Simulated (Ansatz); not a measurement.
Calculated with Ansatz (gas phase, PBE0-D4/def2-TZVP geometries, no zero-point term in ΔE). CCSD(T)/CBS adds triple-zeta CCSD(T) − MP2 to the extrapolated MP2 energy (def2 sets, frozen cores). Functionals use def2-TZVPP. B3LYP here is the variant with VWN-RPA as its local correlation; programs differ in this. Each species was taken in one conformer, which may not be the lowest.

Consider the isomerisation: `F/C=C\C=C(F)F` → `FC1=CC(F)(F)C1`.

`F/C=C\C=C(F)F`:

```xyz
10

F    -2.185   -0.679   -1.044
C    -1.032   -1.314   -0.804
C    -0.004   -0.709   -0.224
C    -0.008    0.667    0.206
C     1.033    1.249    0.784
F     2.181    0.664    1.039
F     1.063    2.496    1.186
H    -1.048   -2.345   -1.133
H     0.887   -1.306   -0.072
H    -0.889    1.277    0.061
```

`FC1=CC(F)(F)C1`:

Cartesian coordinates in Å:
```
F -1.652 -1.583 -0.744
C -0.810 -0.645 -0.384
C -0.789 0.673 -0.561
C 0.506 0.741 0.192
F 1.574 1.191 -0.508
F 0.483 1.455 1.342
C 0.465 -0.796 0.387
H -1.414 1.413 -1.035
H 1.271 -1.335 -0.113
H 0.367 -1.115 1.426
```

| level | ΔE (kJ/mol) |
| --- | --- |
| revPBE-D4 | 15.9 |
| B3LYP | 29.7 |
| CCSD(T)/def2-TZVPP | 6.9 |
| CCSD/CBS(def2) | 2.2 |

Question: What does CCSD(T)/CBS give? (Estimate.)

Answer: Ansatz gave: +4.2 kJ/mol. The listed levels differ from it by 11.7, 25.5, 2.7, -2.0 kJ/mol.

Question: What do rigid-rotor, harmonic-oscillator terms from PBE0-D4/def2-TZVP frequencies (298.15 K, 1 bar) make of the CCSD(T)/CBS value? (Estimate.)

Answer: The calculation gave: ΔZPE = +1.5 kJ/mol, ΔH = +3.4 kJ/mol, ΔS = -22 J/(mol·K), ΔG = +10.0 kJ/mol.

Largest T1 diagnostic among the species: 0.013.

From PBE to PBE0 (25 % exact exchange), in def2-TZVPP and without D4, ΔE moves by −13.5 kJ/mol. In def2-TZVPP, CCSD(T) changes the Hartree–Fock value by −6.0 kJ/mol (the triples alone add +2.0 kJ/mol) and MP2 by −11.8 kJ/mol.
